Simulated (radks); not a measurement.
The numbers below are computed, except where a source is named.
Ionisation of the strontium ion Sr+, [Kr] 5s1, to Sr2+, [Kr], under several functionals. Dirac Kohn-Sham, spin-unpolarised, spherical densities, point nucleus; a radial shooting solver on a logarithmic mesh with Libxc functionals. The NIST Atomic Spectra Database gives 11.030 eV (measured). Rank these functionals by the error of their Delta-SCF ionisation energy: XLYP; OLYP; RPBE; B86b exchange with PBE correlation; revPBE; PBE; BP86.

Answer. From best to worst: BP86 11.020 eV (-0.010); PBE 11.005 eV (-0.025); B86b exchange with PBE correlation 10.998 eV (-0.032); RPBE 10.981 eV (-0.050); OLYP 10.943 eV (-0.087); revPBE 10.902 eV (-0.128); XLYP 11.211 eV (+0.180). Spin polarisation and multiplet splitting are left out, so open shells lie too high by an amount that depends on their filling.

Beside tabulated values, note that spin-unpolarised runs miss the spin-polarisation part of the exchange energy of open shells.
